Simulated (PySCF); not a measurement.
# The second ionisation energy along the 4p block

Calculated with PySCF 2.14 from differences of total energies of unrestricted determinants, without spin-orbit coupling. Values in eV. The last column holds reference values (NIST; (s) semi-empirical, (t) theoretical, else measured). Unmarked ones compare directly (S terms, centres of terms, or small fine structure); those marked * lie between the lowest fine-structure levels and include a spin-orbit shift.

```csv
element,configurations,LDA,PBE,PBE0,r2SCAN,MP2 (valence),MP2 (valence and next inner shell),reference
"Ga (x2c-QZVPPall with one added diffuse shell each of s, p, d, f type, spin-free X2C)",[Ar] 3d10 4s2 → [Ar] 3d10 4s1,21.166,20.790,20.443,20.525,19.494,20.375,20.515
"Ge (x2c-QZVPPall with one added diffuse shell each of s, p, d, f type, spin-free X2C)",[Ar] 3d10 4s2 4p1 → [Ar] 3d10 4s2,15.907,15.777,15.808,15.984,15.521,15.674,15.789
"As (x2c-QZVPPall with one added diffuse shell each of s, p, d, f type, spin-free X2C)",[Ar] 3d10 4s2 4p2 → [Ar] 3d10 4s2 4p1,18.661,18.502,18.556,18.724,18.386,18.541,18.589 *
"Se (x2c-QZVPPall with one added diffuse shell each of s, p, d, f type, spin-free X2C)",[Ar] 3d10 4s2 4p3 → [Ar] 3d10 4s2 4p2,21.468,21.300,21.394,21.579,21.381,21.530,21.196 ± 0.01 *
"Br (x2c-QZVPPall with one added diffuse shell each of s, p, d, f type, spin-free X2C)",[Ar] 3d10 4s2 4p4 → [Ar] 3d10 4s2 4p3,21.663,21.375,21.385,21.455,21.051,21.160,21.409
"Kr (x2c-QZVPPall with one added diffuse shell each of s, p, d, f type, spin-free X2C)",[Ar] 3d10 4s2 4p5 → [Ar] 3d10 4s2 4p4,24.622,24.305,24.343,24.422,24.187,24.308,24.360 *
```

```csv
method,elements,mean error (eV),mean absolute error (eV),largest error (eV)
LDA,3,0.341,0.341,0.651
PBE,3,0.077,0.107,0.275
PBE0,3,-0.026,0.038,-0.072
r2SCAN,3,0.084,0.084,0.195
MP2 (valence),3,-0.549,0.549,-1.021
MP2 (valence and next inner shell),3,-0.168,0.168,-0.249
```

Errors include the incompleteness of the basis and the frozen core.

"Valence" correlates the outer s and p shells and, in groups 3 to 12 and the f block, the outer d or f shell, open or full, or the next shell where the ion has no valence electron left; the wider scheme adds the next inner shell.
